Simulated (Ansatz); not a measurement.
Reaction (ligand exchange at the Al–Cl bond): `[Cl][Al]1[CH2][O]1` + H–F → `[F][Al]1[CH2][O]1` + HCl

Isolated molecules relaxed with PBE0-D4/def2-TZVP in Ansatz; ΔE leaves out vibrations. CCSD(T)/CBS is the MP2 limit (def2-TZVPP, def2-QZVPP) plus CCSD(T) − MP2 in def2-TZVPP, frozen cores. This one scheme is used for every species.

```csv
species,CCSD/def2-SVP energy (Eh)
`[Cl][Al]1[CH2][O]1`,-815.56857
H–F,-100.13731
`[F][Al]1[CH2][O]1`,-455.61361
HCl,-460.09995
```

(1) Work out ΔE.

Largest T1 diagnostic among the species: 0.015.

Results:

(1) ΔE = (-455.61361) + (-460.09995) − (-815.56857) − (-100.13731) = -0.00768 Eh = -20.2 kJ/mol. CCSD(T)/CBS gives -13.0 kJ/mol.

Leaving LDA and LC-ωPBE aside and taking each functional with its dispersion term where it has one, the values, not all of them listed here, spread over 13.4 kJ/mol, from CAM-B3LYP-D4 to HSE06-D4. From BLYP to BHLYP (50 % exact exchange), in def2-TZVPP and without D4, ΔE moves by +5.4 kJ/mol. The D4 term adds +3.0 kJ/mol with B3LYP and +1.7 kJ/mol with PBE0; it sums over pairs of atoms, weighted by their polarisabilities, and B3LYP, whose exchange is more repulsive, gets the larger term.

B3LYP here is the variant with VWN-RPA as its local correlation; programs differ in this.
